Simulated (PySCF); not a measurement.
# Computed properties of CH₇ClGeSi, SMILES Cl[SiH2][CH2][GeH3]

CH7ClGeSi, SMILES Cl[SiH2][CH2][GeH3]. Geometry: B3LYP-D3(BJ)/def2-SVP. This is a generated structure with no PubChem entry under its InChIKey; it may be hypothetical. One conformer was computed; it need not be the lowest. All values are computed for the isolated molecule unless a solvent is named; none is compared with measurement here.

**Structure.** All 27 harmonic modes at B3LYP-D3(BJ)/def2-SVP (PySCF) are real, so it is a minimum. With heavy atoms numbered as in [SiH2:1]([Cl:2])[CH2:3][GeH3:4], the shortest bond between them is Si1–C3 at 1.869 Å and the longest Si1–Cl2 at 2.090 Å.

**Vibrations.** The strongest infrared lines (harmonic, unscaled, degenerate partners summed) lie at 884 cm⁻¹ (196 km/mol, H 92 %), 839 cm⁻¹ (179 km/mol, H 94 %), 2125 cm⁻¹ (133 km/mol, H 99 %). The softest mode is at 56 cm⁻¹ and the zero-point energy is 43.4 kcal/mol.

**Electronic structure.** M06-2X/def2-TZVP (PySCF) places the frontier levels at -9.77 and 0.93 eV, a gap of 10.70 eV, and gives a dipole moment of 2.00 D and a mean polarisability of 79.4 bohr³. PBE/def2-TZVP (PySCF) at the same geometry gives -7.36 and -0.75 eV, so its gap is 4.09 eV narrower. An orbital gap is neither the optical nor the fundamental gap.

**Excitations.** TDA-PBE0/def2-SVPD (PySCF) has S1 at 7.28 eV (170 nm, f = 0.006, weak); the most intense of the 10 singlets computed lies at 8.22 eV (f = 0.15). T1 (TDA) is at 6.88 eV, 0.40 eV under S1. TDA-PBE/def2-SVPD (PySCF) puts S1 at 6.61 eV. No vertical singlet excitation falls in the visible range (under 3.1 eV).

**NMR.** GIAO shifts at HF/pcSseg-1 (PySCF) (non-relativistic, atoms alike by connectivity averaged): ¹³C at -8.0 ppm against TMS; ¹H from 0.1 to 5.0 ppm against TMS; ²⁹Si at -5.6 ppm against TMS. Without spin–orbit terms, shifts of atoms bonded to Cl or Br come out too high.
